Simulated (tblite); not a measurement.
C6H10O.
Geometry (GFN2-xTB, Å), atoms numbered from 1 in this order:
```
atom  x, y, z in Å
C1     2.950   -0.300   -0.244
C2     1.686   -0.604    0.021
C3     0.634    0.440    0.040
O4     0.865    1.598   -0.218
C5    -0.760   -0.067    0.384
C6    -1.330   -0.747   -0.866
C7    -1.659    1.077    0.838
H8     3.221    0.721   -0.458
H9     3.737   -1.035   -0.256
H10    1.381   -1.616    0.247
H11   -0.672   -0.811    1.183
H12   -2.312   -1.162   -0.649
H13   -1.431   -0.020   -1.669
H14   -0.682   -1.551   -1.208
H15   -2.672    0.721    1.011
H16   -1.280    1.516    1.758
H17   -1.681    1.852    0.077
```

Calculated harmonic vibrations of the isolated species, GFN2-xTB (tblite), most abundant isotopes, no scaling. This tight-binding method is rough: wavenumbers can miss measured ones by several per cent, in bad cases by 10 to 20. One conformer, not necessarily the lowest.

Harmonic wavenumbers (cm⁻¹): 39.2, 84.1, 174.6, 186.4, 206.8, 260.5, 301.2, 337.4, 460.1, 475.7, 627.4, 752.8, 798.3, 915.2, 935.5, 948.5, 986.4, 1018.5, 1031.8, 1073.3, 1096.1, 1142.9, 1183.0, 1272.4, 1290.6, 1325.4, 1378.5, 1402.8, 1416.2, 1486.5, 1490.8, 1498.7, 1502.9, 1654.0, 1739.1, 2928.2, 3028.3, 3032.7, 3036.9, 3039.7, 3042.2, 3050.3, 3071.1, 3097.4, 3130.7.

A = 4747, B = 1790, C = 1483 MHz; mass 98.073 u (most abundant isotopes); point group C1, symmetry number 1.

Task: What is the zero-point energy?

Result: Half the sum of the wavenumbers: 31476 cm⁻¹ = 89.99 kcal/mol.

Task: Give the ideal-gas entropy at 298.15 K and 1 bar in the rigid-rotor, harmonic-oscillator model (classical rotation).

Result: Translation 39.69, rotation 27.64, vibration 23.52: S = 90.8 cal/(mol K).

Task: And Cp and H(298.15 K) − H(0)?

Result: Cp = 32.14 cal/(mol K), of which vibrations give 24.19 (their classical limit is 45 R = 89.4); H(298.15 K) − H(0) = 6.05 kcal/mol without the zero-point energy, 3.68 from vibrations.

Task: What must be added to the electronic energy to get the Gibbs energy at 298.15 K and 1 bar?

Result: ZPE + [H(298.15 K) − H(0)] − T·S = 89.99 + 6.05 − 27.08 = 68.96 kcal/mol.

Task: How do the functions run with temperature in this model?

Result: 
| T (K) | S (cal/(mol K)) | Cp (cal/(mol K)) | H − H(0) (kcal/mol) | G − H(0) (kcal/mol) | ln q(vib) |
| --- | --- | --- | --- | --- | --- |
| 50 | 55.8 | 11.9 | 0.48 | -2.31 | 0.50 |
| 100 | 65.6 | 16.8 | 1.20 | -5.36 | 1.45 |
| 373.15 | 98.7 | 38.3 | 8.69 | -28.15 | 7.18 |
| 500 | 111.3 | 47.8 | 14.17 | -41.48 | 9.80 |
| 750 | 133.5 | 61.8 | 28.00 | -72.15 | 14.84 |
| 1000 | 152.7 | 71.2 | 44.70 | -107.98 | 19.62 |

q(vib) and H(0) count from the zero-point level.

Hindered rotation and anharmonicity are outside this model. Other conformers, if any are populated, would add a mixing term that is left out. The structure is chiral; the term R ln 2 for an equal mix with its mirror image is left out.
